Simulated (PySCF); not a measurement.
A calculated (PBE, PySCF 2.14, jorge-DZP-DKH, the spin-free X2C one-electron Hamiltonian (Gaussian nucleus)) atom or ion has these occupied shells.

```
shell  electrons  orbital energy (eV)  rms radius, mean of both spins (bohr)
 1s α          1              -3566.1                                 0.0938
 1s β          1              -3565.6                                 0.0938
 2s α          1              -397.41                                  0.421
 2s β          1              -396.91                                  0.421
 2p α          3              -324.57                                  0.389
 2p β          3              -323.85                                  0.389
 3s α          1              -74.455                                   1.34
 3s β          1              -71.291                                   1.34
 3p α          3              -56.805                                   1.44
 3p β          1              -54.015                                   1.44
```

(1) Name the element and its charge.

## Answers

(1) K(3+) (potassium, charge +3), in [Ne] 3s2 3p4, high-spin 3P determinant.
